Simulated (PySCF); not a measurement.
Spin-rotation constants: `C=C/C=N/N=C\CC`, C$_{6}$H$_{10}$N$_{2}$

Geometry:
```json
{"atom": "C1", "x (Å)": "-3.848", "y (Å)": "-0.837", "z (Å)": "-0.231"}
{"atom": "C2", "x (Å)": "-2.859", "y (Å)": "-0.461", "z (Å)": "0.576"}
{"atom": "C3", "x (Å)": "-1.708", "y (Å)": "0.277", "z (Å)": "0.129"}
{"atom": "N4", "x (Å)": "-0.779", "y (Å)": "0.567", "z (Å)": "0.953"}
{"atom": "N5", "x (Å)": "0.223", "y (Å)": "1.345", "z (Å)": "0.809"}
{"atom": "C6", "x (Å)": "1.444", "y (Å)": "1.120", "z (Å)": "0.586"}
{"atom": "C7", "x (Å)": "2.056", "y (Å)": "-0.198", "z (Å)": "0.212"}
{"atom": "C8", "x (Å)": "2.959", "y (Å)": "-0.063", "z (Å)": "-1.011"}
{"atom": "H9", "x (Å)": "-4.696", "y (Å)": "-1.393", "z (Å)": "0.126"}
{"atom": "H10", "x (Å)": "-3.837", "y (Å)": "-0.598", "z (Å)": "-1.282"}
{"atom": "H11", "x (Å)": "-2.875", "y (Å)": "-0.705", "z (Å)": "1.629"}
{"atom": "H12", "x (Å)": "-1.660", "y (Å)": "0.560", "z (Å)": "-0.926"}
{"atom": "H13", "x (Å)": "2.107", "y (Å)": "1.970", "z (Å)": "0.676"}
{"atom": "H14", "x (Å)": "1.263", "y (Å)": "-0.925", "z (Å)": "0.022"}
{"atom": "H15", "x (Å)": "2.649", "y (Å)": "-0.559", "z (Å)": "1.059"}
{"atom": "H16", "x (Å)": "2.384", "y (Å)": "0.260", "z (Å)": "-1.876"}
{"atom": "H17", "x (Å)": "3.425", "y (Å)": "-1.018", "z (Å)": "-1.243"}
{"atom": "H18", "x (Å)": "3.743", "y (Å)": "0.667", "z (Å)": "-0.825"}
```

Level of theory: PySCF 2.14.0, GIAO HF/pcSseg-0 magnetisability, rotational g tensor and spin-rotation constants, non-relativistic, gas phase. Geometry: GFN2-xTB.

**Question.** Give the nuclear spin-rotation constants along the inertial axes (H = +C I·J) beside the isotropic shieldings.

**Answer.** Rotational constants 5.0806, 0.8168, 0.7435 GHz. A star marks the isotopologue with that one atom substituted, in its own axes.
| atom | isotope | Caa (kHz) | Cbb (kHz) | Ccc (kHz) | mean (kHz) | σ (ppm) |
| --- | --- | --- | --- | --- | --- | --- |
| N4 | 14N | 1.872 | 0.114 | 0.125 | 0.704 | -188.5 |
| N5 | 14N | 1.913 | 0.140 | 0.083 | 0.712 | -174.9 |
| H9 | 1H | 0.203 | -0.102 | -0.052 | 0.016 | 27.6 |
| H10 | 1H | -0.537 | -0.063 | 0.018 | -0.194 | 27.8 |
| H11 | 1H | -0.514 | -0.062 | 0.032 | -0.182 | 26.6 |
| H12 | 1H | -0.427 | -0.067 | 0.018 | -0.159 | 26.6 |
| H13 | 1H | 0.020 | -0.042 | -0.072 | -0.031 | 27.0 |
| H14 | 1H | -0.171 | -0.061 | -0.089 | -0.107 | 31.8 |
| H15 | 1H | -0.466 | -0.098 | -0.018 | -0.194 | 32.0 |
| H16 | 1H | -0.519 | -0.092 | -0.023 | -0.211 | 32.8 |
| H17 | 1H | -0.562 | -0.030 | -0.070 | -0.220 | 32.5 |
| H18 | 1H | -0.165 | -0.068 | -0.094 | -0.109 | 32.6 |
| C1 | 13C* | 1.788 | 0.149 | 0.273 | 0.737 | 61.3 |
| C2 | 13C* | 1.871 | 0.170 | 0.299 | 0.780 | 46.0 |
| C3 | 13C* | 1.857 | 0.181 | 0.263 | 0.767 | 54.4 |
| C6 | 13C* | 1.944 | 0.264 | 0.171 | 0.793 | 54.7 |
| C7 | 13C* | 0.744 | 0.091 | 0.075 | 0.303 | 181.8 |
| C8 | 13C* | 0.561 | 0.087 | 0.082 | 0.243 | 188.1 |

For the geometry as given, no vibrational averaging.
